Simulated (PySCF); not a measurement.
# Converging BeBr in the basis (MP2)

PySCF, UHF reference; doublet, unpaired electrons σ ↑; De to Be + Br without counterpoise correction. Frozen cores follow the default of each basis and core potential.

```csv
basis,relativity,functions,Re (Å),ωe (cm⁻¹),De (eV),frozen orbitals
def2-SVP,no relativity,41,2.000,694,3.38,9
def2-SVPD,no relativity,53,2.011,671,3.44,9
x2c-TZVPPall,spin-free X2C,67,1.973,702,3.52,9
```

Question: How does each smaller set differ from the one with most functions, x2c-TZVPPall?

Answer: def2-SVP: +2.7 pm, -1.1 % in ωe, -0.14 eV in De; def2-SVPD: +3.8 pm, -4.4 % in ωe, -0.08 eV in De. All at MP2; the set with most functions is neither the basis-set limit nor always the best. The rows treat relativity differently, so the differences are not basis effects alone.

Correlated steps freeze 9 core orbitals. Correlated levels converge slowly with the basis: in double zeta they bind strong bonds too weakly, by up to about 1 eV, and carry superposition errors of some tenths. Spin–orbit coupling is left out. The state was picked by a PBE0 search and need not be the measured ground state.
